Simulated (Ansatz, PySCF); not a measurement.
System: sum formula BNH$_{5}$, charge -1, multiplicity 1. It need not be the lowest isomer of its formula. Whether it binds its extra electron was not tested at this geometry. 
Coordinates optimised at B3LYP-D3(BJ)/def2-TZVP (Ansatz, an electronic-structure program):
```
B
H 1 1.2397
H 1 1.2397 2 108.63
H 1 1.2549 2 107.57 3 -116.16
N 1 1.5734 2 109.36 4 -124.55
H 5 1.0179 1 109.73 2 177.63
H 5 1.0179 6 104.35 1 117.50
```
Charge -1, spin multiplicity 1.

Total electronic energies in hartree. Correlated levels leave the core frozen unless marked. No spin-orbit coupling. Non-relativistic unless marked X2C. Basis-set limits of correlation are two-point, X^-3; Hartree-Fock from the larger set. [CCSD(T)-MP2]/basis is that difference in the basis named.

```json
[
 {"level": "HF/aug-cc-pVQZ", "program": "Ansatz", "energy (Eh)": "-82.06705"},
 {"level": "HF-D4/def2-TZVPD", "program": "PySCF + dftd4", "energy (Eh)": "-82.07517"},
 {"level": "PBE-D3(BJ)/def2-TZVPD", "program": "Ansatz + dftd3", "energy (Eh)": "-82.54306"},
 {"level": "BLYP-D3(BJ)/def2-TZVPD", "program": "Ansatz + dftd3", "energy (Eh)": "-82.62398"},
 {"level": "revPBE-D3(BJ)/def2-TZVPD", "program": "Ansatz + dftd3", "energy (Eh)": "-82.64341"},
 {"level": "revPBE-D4/def2-TZVPD", "program": "Ansatz + dftd4", "energy (Eh)": "-82.64848"},
 {"level": "r2SCAN/def2-TZVPD", "program": "Ansatz", "energy (Eh)": "-82.60574"},
 {"level": "TPSSh-D4/def2-TZVPD", "program": "PySCF + dftd4", "energy (Eh)": "-82.67747"},
 {"level": "CAM-B3LYP/def2-TZVPD", "program": "Ansatz", "energy (Eh)": "-82.61858"},
 {"level": "wB97M-V/def2-TZVPD", "program": "Ansatz", "energy (Eh)": "-82.60777"},
 {"level": "RPA@PBE/cc-pVQZ", "program": "Ansatz", "energy (Eh)": "-82.73869"},
 {"level": "MP2/STO-3G", "program": "Ansatz", "energy (Eh)": "-80.97356"},
 {"level": "MP2/aug-cc-pVDZ", "program": "Ansatz", "energy (Eh)": "-82.36263"},
 {"level": "MP2/def2-SVP", "program": "Ansatz", "energy (Eh)": "-82.26006"},
 {"level": "MP2/cc-pVQZ", "program": "Ansatz", "energy (Eh)": "-82.46614"},
 {"level": "SCS-MP2/6-31G", "program": "Ansatz", "energy (Eh)": "-82.16492"},
 {"level": "SCS-MP2/cc-pwCVTZ", "program": "Ansatz", "energy (Eh)": "-82.44593"},
 {"level": "CCSD/6-31G", "program": "Ansatz", "energy (Eh)": "-82.18531"},
 {"level": "CCSD/6-31G*", "program": "Ansatz", "energy (Eh)": "-82.30258"},
 {"level": "CCSD(T)/STO-3G", "program": "Ansatz", "energy (Eh)": "-81.00676"},
 {"level": "CCSD(T)/cc-pVTZ", "program": "Ansatz", "energy (Eh)": "-82.47402"},
 {"level": "X2C-CCSD(T)/cc-pVTZ-DK", "program": "Ansatz", "energy (Eh)": "-82.50945"},
 {"level": "RI-MP2/CBS(aug-cc-pVTZ,aug-cc-pVQZ)+[CCSD(T)-MP2]/aug-cc-pVTZ", "program": "Ansatz", "energy (Eh)": "-82.5273"}
]
```

Totals of different functionals don't rank their quality; only differences between species are comparable.
